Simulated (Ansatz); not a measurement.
CH6SiZn⁺, that is ZnMe(SiH3) with one electron fewer. Total charge 1; doublet. Geometry PBE-D4/def2-SVP, that of the neutral singlet; atoms count from 1.

| atom | x (Å) | y (Å) | z (Å) |
| --- | --- | --- | --- |
| Zn1 | -0.113 | -0.215 | 0.046 |
| C2 | -1.034 | -1.898 | 0.414 |
| H3 | -1.682 | -1.814 | 1.312 |
| H4 | -0.312 | -2.722 | 0.597 |
| H5 | -1.678 | -2.200 | -0.438 |
| Si6 | 1.002 | 1.838 | -0.401 |
| H7 | 1.984 | 1.728 | -1.545 |
| H8 | 1.790 | 2.339 | 0.787 |
| H9 | 0.043 | 2.945 | -0.771 |

Estimate the Mulliken populations from the PBE0/def2-TZVP orbitals of Ansatz.


```csv
atom,charge (e),spin (α − β),d electrons
Zn1,0.47,0.08,10.02
C2,-0.43,0.46,–
H3,0.21,0.00,–
H4,0.21,0.00,–
H5,0.21,0.00,–
Si6,0.09,0.38,–
H7,0.09,0.03,–
H8,0.09,0.03,–
H9,0.08,0.03,–
```
Mulliken values and Mayer orders depend strongly on the basis.

Where does the spin sit?

Summed by element: Zn 0.08, C 0.46, H 0.08, Si 0.38, of 1 unpaired in all. Largest on single atoms: C2 0.46, Si6 0.38, Zn1 0.08.

And the Mayer bond orders between bonded heavy atoms (over 0.3)?

Zn1–C2 0.81 (1.95 Å); Zn1–Si6 0.63 (2.38 Å).
